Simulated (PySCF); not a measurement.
PySCF job for H6S, SMILES [H][S@OH27]([H])([H])([H])([H])[H], TDDFT-B3LYP/def2-TZVPD. Coordinates come from a ωB97X-D3(BJ)/def2-TZVP optimisation.

```python
import numpy as np
from pyscf import gto, scf, dft, tdscf

mol = gto.M(
    atom='''
    S     0.00000000    0.00000000    0.00000000
    H     0.00000000    1.40629061    0.00000000
    H     0.00000000   -1.40629061    0.00000000
    H    -1.40629061    0.00000000    0.00000000
    H     1.40629061    0.00000000    0.00000000
    H     0.00000000    0.00000000    1.40629061
    H     0.00000000    0.00000000   -1.40629061
    ''',
    basis='def2-TZVPD',
    charge=0,
    spin=0,
    symmetry=True,
    max_memory=1600,
    verbose=4,
)
mf = dft.RKS(mol, xc='b3lyp').density_fit(auxbasis='def2-universal-jkfit')
mf.grids.level = 3
mf.conv_tol = 1e-9
mf.max_cycle = 100
mf.kernel()
mf.grids = dft.Grids(mol).set(level=1).build(with_non0tab=True)  # coarser grid for the response kernel
td = tdscf.TDDFT(mf)
td.singlet = True
td.nstates = 10
td.conv_tol = 1e-4
td.positive_eig_threshold = 1e-6
td.kernel(x0=td.get_init_guess(mf, 15))
td.analyze()
tt = tdscf.TDA(mf)
tt.singlet = False
tt.nstates = 4
tt.conv_tol = 1e-4
tt.positive_eig_threshold = 1e-6
tt.kernel(x0=tt.get_init_guess(mf, 9))
tt.analyze(verbose=3)
```

Output:

```
PySCF version 2.14.0

[INPUT] verbose = 4
[INPUT] num. atoms = 7
[INPUT] num. electrons = 22
[INPUT] charge = 0
[INPUT] spin (= nelec alpha-beta = 2S) = 0
[INPUT] symmetry True subgroup None
[INPUT] Mole.unit = angstrom
[INPUT] Symbol           X                Y                Z      unit          X                Y                Z       unit  Magmom
[INPUT]  1 S      0.000000000000   0.000000000000   0.000000000000 AA    0.000000000000   0.000000000000   0.000000000000 Bohr   0.0
[INPUT]  2 H      0.000000000000   1.406290610000   0.000000000000 AA    0.000000000000   2.657504104448   0.000000000000 Bohr   0.0
[INPUT]  3 H      0.000000000000  -1.406290610000   0.000000000000 AA    0.000000000000  -2.657504104448   0.000000000000 Bohr   0.0
[INPUT]  4 H     -1.406290610000   0.000000000000   0.000000000000 AA   -2.657504104448   0.000000000000   0.000000000000 Bohr   0.0
[INPUT]  5 H      1.406290610000   0.000000000000   0.000000000000 AA    2.657504104448   0.000000000000   0.000000000000 Bohr   0.0
[INPUT]  6 H      0.000000000000   0.000000000000   1.406290610000 AA    0.000000000000   0.000000000000   2.657504104448 Bohr   0.0
[INPUT]  7 H      0.000000000000   0.000000000000  -1.406290610000 AA    0.000000000000   0.000000000000  -2.657504104448 Bohr   0.0

nuclear repulsion = 39.881511827908
point group symmetry = Oh, use subgroup D2h
symmetry origin: [0. 0. 0.]
symmetry axis x: [ 1. -0. -0.]
symmetry axis y: [0. 1. 0.]
symmetry axis z: [-0. -0.  1.]
num. orbitals of irrep Ag = 27
num. orbitals of irrep B1g = 7
num. orbitals of irrep B2g = 7
num. orbitals of irrep B3g = 7
num. orbitals of irrep Au = 1
num. orbitals of irrep B1u = 17
num. orbitals of irrep B2u = 17
num. orbitals of irrep B3u = 17
number of shells = 46
number of NR pGTOs = 138
number of NR cGTOs = 100
basis = def2-TZVPD
ecp = {}


[settings echo left out]
init E= -401.831460444486
HOMO (Ag) = -0.246629489949054  LUMO (Ag) = -0.0841999605488759  gap/eV = 4.41993
cycle= 1 E= -401.61074614473  delta_E= 0.221  |g|= 0.16  |ddm|= 1.62
HOMO (Ag) = -0.240372130435833  LUMO (Ag) = -0.0516247244770227  gap/eV = 5.13608
cycle= 2 E= -401.613199001232  delta_E= -0.00245  |g|= 0.0519  |ddm|= 0.166
HOMO (Ag) = -0.245599107653784  LUMO (Ag) = -0.0540840081040166  gap/eV = 5.21139
cycle= 3 E= -401.613317000855  delta_E= -0.000118  |g|= 0.00371  |ddm|= 0.017
HOMO (Ag) = -0.246665296033722  LUMO (Ag) = -0.0546724880405449  gap/eV = 5.22439
cycle= 4 E= -401.613317560811  delta_E= -5.6e-07  |g|= 0.00226  |ddm|= 0.00561
HOMO (Ag) = -0.246345734017549  LUMO (Ag) = -0.0544853967843828  gap/eV = 5.22079
cycle= 5 E= -401.613318944053  delta_E= -1.38e-06  |g|= 0.000237  |ddm|= 0.00176
HOMO (Ag) = -0.246310963012345  LUMO (Ag) = -0.0544679600142501  gap/eV = 5.22031
cycle= 6 E= -401.613318953227  delta_E= -9.17e-09  |g|= 2.8e-06  |ddm|= 0.000206
HOMO (Ag) = -0.246311238177614  LUMO (Ag) = -0.054467986613691  gap/eV = 5.22032
cycle= 7 E= -401.613318953227  delta_E=    0  |g|= 9.75e-08  |ddm|= 4.91e-06
HOMO (Ag) = -0.246311167473164  LUMO (Ag) = -0.0544679405333568  gap/eV = 5.22032
Extra cycle  E= -401.613318953231  delta_E= -4.21e-12  |g|= 6.15e-08  |ddm|= 4.81e-07
converged SCF energy = -401.613318953231
tot grids = 21152
Overwritten attributes  positive_eig_threshold  of <class 'pyscf.tdscf.rks.TDDFT'>


******** <class 'pyscf.tdscf.rks.TDDFT'> for <class 'pyscf.df.df_jk.DFSymAdaptedRKS'> ********
nstates = 10 singlet
deg_eia_thresh = 1.000e-03
wfnsym = None
conv_tol = 0.0001
eigh lindep = 1e-12
eigh level_shift = 0
eigh max_cycle = 100


Excitation energies (eV)
[4.33936166 4.33936166 6.27591196 6.27591196 6.27591196 6.33294786
 6.33294786 6.33294786 7.43061243 7.43061243]

** Singlet excitation energies and oscillator strengths **
Excited State   1:   Ag      4.33936 eV    285.72 nm  f=0.0000
      11 -> 12       -0.70643
Excited State   2:   Ag      4.33936 eV    285.72 nm  f=0.0000
      10 -> 12        0.70643
Excited State   3:  B3u      6.27591 eV    197.56 nm  f=0.0000
      11 -> 15        0.70329
Excited State   4:  B2u      6.27591 eV    197.56 nm  f=0.0000
      10 -> 14       -0.58470
      11 -> 14        0.39384
Excited State   5:  B1u      6.27591 eV    197.56 nm  f=0.0000
      10 -> 13        0.63343
      11 -> 13        0.30945
Excited State   6:  B1u      6.33295 eV    195.78 nm  f=0.1375
      10 -> 13       -0.30997
      11 -> 13        0.63450
Excited State   7:  B2u      6.33295 eV    195.78 nm  f=0.1375
      10 -> 14        0.39451
      11 -> 14        0.58570
Excited State   8:  B3u      6.33295 eV    195.78 nm  f=0.1375
      10 -> 15       -0.70448
Excited State   9:  B3g      7.43061 eV    166.86 nm  f=0.0000
      11 -> 18        0.70475
Excited State  10:  B2g      7.43061 eV    166.86 nm  f=0.0000
      10 -> 17        0.58592
      11 -> 17       -0.39466

** Transition electric dipole moments (AU) **
state          X           Y           Z        Dip. S.      Osc.
  1         0.0000      0.0000     -0.0000      0.0000      0.0000
  2         0.0000      0.0000      0.0000      0.0000      0.0000
  3        -0.0000      0.0000      0.0000      0.0000      0.0000
  4         0.0000     -0.0000      0.0000      0.0000      0.0000
  5        -0.0000     -0.0000      0.0000      0.0000      0.0000
  6        -0.0000     -0.0000      0.9414      0.8863      0.1375
  7        -0.0000     -0.9414      0.0000      0.8863      0.1375
  8        -0.9414      0.0000      0.0000      0.8863      0.1375
  9         0.0000      0.0000     -0.0000      0.0000      0.0000
 10        -0.0000      0.0000     -0.0000      0.0000      0.0000

** Transition velocity dipole moments (imaginary part, AU) **
state          X           Y           Z        Dip. S.      Osc.
  1        -0.0000     -0.0000     -0.0000      0.0000      0.0000
  2        -0.0000      0.0000     -0.0000      0.0000      0.0000
  3        -0.0000     -0.0000      0.0000      0.0000      0.0000
  4        -0.0000     -0.0000      0.0000      0.0000      0.0000
  5        -0.0000      0.0000      0.0000      0.0000      0.0000
  6         0.0000     -0.0000      0.2297      0.0528      0.1511
  7        -0.0000     -0.2297      0.0000      0.0528      0.1511
  8        -0.2297      0.0000      0.0000      0.0528      0.1511
  9         0.0000      0.0000     -0.0000      0.0000      0.0000
 10        -0.0000      0.0000     -0.0000      0.0000      0.0000

** Transition magnetic dipole moments (imaginary part, AU) **
state          X           Y           Z
  1         0.0000     -0.0000     -0.0000
  2         0.0000     -0.0000      0.0000
  3         0.0000      0.0000     -0.0000
  4        -0.0000      0.0000     -0.0000
  5         0.0000     -0.0000      0.0000
  6        -0.0000     -0.0000      0.0000
  7        -0.0000      0.0000     -0.0000
  8         0.0000     -0.0000      0.0000
  9         2.5690      0.0000      0.0000
 10        -0.0000      2.5690     -0.0000
Overwritten attributes  positive_eig_threshold  of <class 'pyscf.tdscf.rks.TDA'>


******** <class 'pyscf.tdscf.rks.TDA'> for <class 'pyscf.df.df_jk.DFSymAdaptedRKS'> ********
nstates = 4 triplet
deg_eia_thresh = 1.000e-03
wfnsym = None
conv_tol = 0.0001
eigh lindep = 1e-12
eigh level_shift = 0
eigh max_cycle = 100


Excitation energies (eV)
[3.62450293 3.62450293 6.01734769 6.01734769]

** Triplet excitation energies and oscillator strengths **
Excited State   1:   Ag      3.62450 eV    342.07 nm  f=0.0000
Excited State   2:   Ag      3.62450 eV    342.07 nm  f=0.0000
Excited State   3:  B2u      6.01735 eV    206.04 nm  f=0.0000
Excited State   4:  B1u      6.01735 eV    206.04 nm  f=0.0000
```

The run converged.

Cost: roughly 17 core-seconds.
